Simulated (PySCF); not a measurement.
## Working out the excitation energy of O²⁺

O²⁺ [He] 2s2 2p2 (3P) → O²⁺ [He] 2s1 2p3 (5S). Calculation: PySCF 2.14, in ANO-RCC-VTZP; scalar relativity by spin-free X2C-1e. Frozen: nothing. Energies in hartree (1 hartree = 27.21139 eV):

| part | O²⁺ (lower) | O²⁺ (upper) |
| --- | --- | --- |
| UHF | -73.157423 | -72.951394 |
| CCSD correlation | -0.098068 | -0.034966 |
| (T) | -0.001290 | -0.000113 |

What does Hartree-Fock give?

(-72.951394) − (-73.157423) = 0.206029 hartree = 5.606 eV.

What do CCSD and CCSD(T) give?

The CCSD correlation energies differ by 0.063102 hartree = 1.717 eV and the triples by 0.001177 hartree = 0.032 eV, so CCSD gives 7.323 eV and CCSD(T) 7.355 eV.
